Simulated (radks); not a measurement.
Question: Mo16+, configuration [Ne] 3s2 3p5.75 3d8.25 (fractional occupations, a model configuration). Method: scalar-relativistic Kohn-Sham, LDA (Slater exchange, Perdew-Zunger correlation), spin-polarised, spherical densities, finite nucleus; open shells are filled with parallel spins first (spin-orbit coupling, left out, can overturn this in heavy ions); Fermi nuclear charge, rms radius 4.4091 fm; computed with a radial shooting solver on a logarithmic mesh with Libxc functionals. Some entries of the table are withheld. Estimate them.

| orbital | occ. | eigenvalue (hartree) | <r^2> (bohr^2) | <r> (bohr) |
|---|---|---|---|---|
| 1s up | 1 | -743.8002 | 0.001672 | 0.03520 |
| 1s down | 1 | -743.7851 | 0.001672 | 0.03520 |
| 2s up | 1 | -118.8218 | 0.02782 | 0.1536 |
| 2s down | 1 | -118.6967 | 0.02779 | 0.1536 |
| 2p up | 3 | -108.0544 | 0.02185 | 0.1338 |
| 2p down | 3 | -107.9524 | 0.02183 | 0.1337 |
| 3s up | 1 | -32.22793 | 0.1986 | 0.4171 |
| 3s down | 1 | -32.06532 | 0.1992 | 0.4177 |
| 3p up | 3 | -28.68050 | 0.1989 | 0.4145 |
| 3p down | 2.75 | -28.51681 | 0.1997 | 0.4153 |
| 3d up | 5 | -23.01989 | 0.1780 | 0.3879 |
| 3d down | 3.25 | -22.84018 | 0.1792 | 0.3891 |
| 4s up | 0 | -13.88134 | 0.8924 | 0.8919 |
| 4s down | 0 | -13.83229 | 0.8972 | 0.8943 |
| 4p up | 0 | -12.63244 | 0.9583 | 0.9215 |
| 4p down | 0 | -12.58594 | 0.9641 | 0.9243 |
| 4d up | 0 | -10.71109 | 1.054 | 0.9606 |
| 4d down | 0 | -10.66637 | 1.063 | 0.9645 |
| 4f up | 0 | -8.84742 | 1.059 | (1) |
| 4f down | 0 | -8.80533 | 1.072 | (2) |

Answer: 
(1) 4f up <r> (bohr): 0.9688
(2) 4f down <r> (bohr): 0.9751
